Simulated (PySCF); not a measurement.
# Reading the logs of faulty runs: B2GeH4N anion

All numbers below are calculated, not measured. They come from PySCF 2.14.0, an open-source quantum chemistry program, on an isolated molecule that a program drew, which may never have been made. The molecule is B2GeH4N anion (charge -1, singlet), drawn as the SMILES string `B=N[BH][GeH2-]`.

Each row is a Hartree-Fock (HF) and frozen-core CCSD(T) single point in the aug-cc-pVDZ basis, meant for a local HF minimum. Run 1 is clean. Each other run has one planted mistake out of seven kinds, and not every kind appears here: one electron removed, one electron added, multiplicity raised by two, geometry at a saddle point, minimal basis STO-3G, one bond length entered in bohr, all coordinates scaled. The reference is restricted for singlets and unrestricted otherwise, and also for a bond in bohr. Adding or removing an electron swaps singlet and doublet. Electrons count all cores. HOMO and LUMO are orbital energies over both spins, the gradient is its largest component, and the lowest frequency (negative if imaginary) is given only where the gradient is small. Bond lengths are over the 7 bonds as drawn. T1 is the CCSD diagnostic: over 0.02 (restricted) or 0.045 (unrestricted) a single reference is doubtful. Germanium has the aug-cc-pVDZ-PP basis, with a core potential (ECP10MDF) in place of its 10 inner electrons, and its 3s, 3p and 3d shells are frozen in CCSD(T).

Geometry of the clean run:
```xyz
8
B2GeH4N anion, angstrom
B    -0.9158   -1.6099    1.0277
N    -1.5294   -0.7433    0.3993
B    -2.2849    0.2942   -0.2691
Ge   -3.2608    1.8452    0.6941
H    -0.3328   -2.4363    1.6202
H    -2.1377    0.3154   -1.4767
H    -4.5221    2.0937   -0.2360
H    -3.9699    1.1584    1.9361
```

```
run  electrons  basis functions  <S^2>  HOMO (eV)  LUMO (eV)  gradient (hartree/bohr)  lowest frequency (cm^-1)  mean bond (Å)  longest bond (Å)      T1  HF (hartree)  CCSD(T) (hartree)                     mistake
  1         54              137  0.000      -1.71       2.90                  2.0e-05                       126         1.4733             2.070  0.0276    -399.54495         -400.06086                    no fault
  2         53              137  0.768      -9.15       0.05                  4.5e-02                         -         1.4733             2.070  0.0188    -399.52099         -399.99360        one electron removed
  3         54              137  2.101      -0.27       3.23                  3.1e-02                         -         1.4733             2.070  0.0247    -399.49463         -399.99541  multiplicity raised by two
  4         54              137  0.000      -1.02       3.06                  4.2e-05                      -326         1.4432             1.950  0.0252    -399.53663         -400.05894                           ?
  5         54              137  0.000      -1.90       2.89                  5.1e-02                         -         1.5543             2.184  0.0291    -399.52472         -400.05137                           ?
```

**Which mistake was planted in run 4, and what did it cost?**

The gradient is small, so the point is stationary, but the lowest frequency is imaginary (-326 cm^-1). So the mistake is: geometry at a saddle point. Subtracting run 1 and multiplying by 627.51 kcal/mol a hartree, the energy moved by 5.2 kcal/mol in HF and 1.2 kcal/mol in CCSD(T).

**Which mistake was planted in run 5, and what did it cost?**

The mean and the longest bond both change by the same factor, 1.055, and the gradient is no longer small. So the mistake is: all coordinates scaled. Subtracting run 1 and multiplying by 627.51 kcal/mol a hartree, the energy moved by 12.7 kcal/mol in HF and 6.0 kcal/mol in CCSD(T).

Cautions from the logs. Run 1: T1 is over the limit, so its CCSD(T) energy is less reliable; run 4: T1 is over the limit, so its CCSD(T) energy is less reliable; run 5: T1 is over the limit, so its CCSD(T) energy is less reliable.
